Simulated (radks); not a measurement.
Problem. The niobium ion Nb8+ is in [Ar] 3d10 4s2 4p3. Method: scalar-relativistic Kohn-Sham, LDA (Slater exchange, Perdew-Wang correlation), spin-polarised, spherical densities, finite nucleus; Fermi nuclear charge, rms radius of each element as measured or else 0.836 A^(1/3) + 0.57 fm; computed with a radial shooting solver on a logarithmic mesh with Libxc functionals. Open shells are filled with parallel spins first. One electron is removed from 3p, 4s, 3d, 4p in turn, with full relaxation. Which removal costs least, and what does each cost?

Solution. 4p 160.71 eV; 4s 182.83 eV; 3d 348.90 eV; 3p 497.90 eV. The 4p electron leaves first.
